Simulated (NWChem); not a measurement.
# Correlation energy of HCu

SMILES: [CuH]
```xyz
2

Cu     0.0000     0.0000     0.0488
H      0.0000     0.0000    -1.4145
```
Charge 0, spin multiplicity 1.

The numbers come from NWChem runs, not from measurements. All single points use one geometry, from PBE/def2-SVP, a minimum by its harmonic frequencies.

Basis set: def2-QZVP. Each correlation energy counts from its own Hartree-Fock reference.

The correlated methods keep 9 core orbitals frozen. The structure started from a generated list of species. Coupled-cluster values serve here as a point of comparison, not as the truth.

| method | correlation energy (mHa) |
|---|---|
| CR-CCSD[T] | -502.9 |
| MP2 | -545.1 |
| SCS-MP2 | -486.6 |
| CR-CCSD(T) | -498.6 |
| CCSD | ___ |
| CCSD(T) | -503.6 |
| CCSD+T(CCSD) | ___ |

**Question.** Complete the blanks.

**Answer.** 
- CCSD, correlation energy (mHa): -480.5
- CCSD+T(CCSD), correlation energy (mHa): -509.5
